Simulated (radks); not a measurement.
Initial-state core-level shifts of the ruthenium ion Ru+ when its valence configuration changes from [Kr] 4d7. Calculated with a radial shooting solver on a logarithmic mesh with Libxc functionals: scalar-relativistic Kohn-Sham, r2SCAN, spin-polarised, spherical densities, finite nucleus; open shells are filled with parallel spins first (spin-orbit coupling, left out, can overturn this in heavy ions); meta-GGA in the generalised Kohn-Sham scheme; Fermi nuclear charge, rms radius 4.4809 fm. Shifts are changes of the shell-averaged eigenvalues in eV (positive: less bound); the change of the density at the nucleus, which sets a Mossbauer isomer shift, is in e/bohr^3, on a base of 1.124e+05.

valence               3p       3d       4s       4p  density at nucleus
4d6 5s1           -4.056   -4.072   -3.689   -3.471              +22.99
4d6 5p1           -5.369   -5.382   -5.037   -4.824               +2.62
4d5 5s1 5p1       -9.709   -9.745   -8.815   -8.326              +28.82
4d5 5p2          -10.965  -10.999  -10.079   -9.585               +6.32
4d5 5s1.5 5p0.5   -9.292   -9.327   -8.405   -7.931              +36.99
4d5 5s2           -8.713   -8.748   -7.840   -7.376              +45.54
4d5 5s0.5 5p1.5  -10.342  -10.377   -9.452   -8.961              +17.52
4d4 5s2 5p1      -15.279  -15.344  -13.677  -12.932              +55.27
4d6.5 5p0.5       -2.664   -2.670   -2.522   -2.424               +1.18
